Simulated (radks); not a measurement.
Question: Coherent X-ray form factor from a spherical all-electron density. Calculated with a radial shooting solver on a logarithmic mesh with Libxc functionals: non-relativistic Kohn-Sham, LDA (Slater exchange, Perdew-Wang correlation), spin-polarised, spherical densities, point nucleus.

sin(theta)/lambda (1/angstrom)  f0 (electrons)
0.05                                    50.109
0.1                                     47.776
0.15                                    44.733
0.2                                     41.601
0.25                                    38.673
0.3                                     36.001
0.4                                     31.285
0.5                                     27.291
0.6                                     24.044
0.8                                     19.588
1                                       16.779
1.25                                    14.001
1.5                                     11.479
2                                        7.698

The species is in the configuration that NIST lists as its ground one. Which atom or ion scatters so?

Answer: The tellurium ion Te+, [Kr] 4d10 5s2 5p3. Extrapolating in s^2 from the first two rows gives f0(0) = 50.9, near the electron count 51; among species with that count, the fall with angle is slower the higher Z, and the table is that of Z = 52; from so few rows the species is fixed only to a neighbour or two.
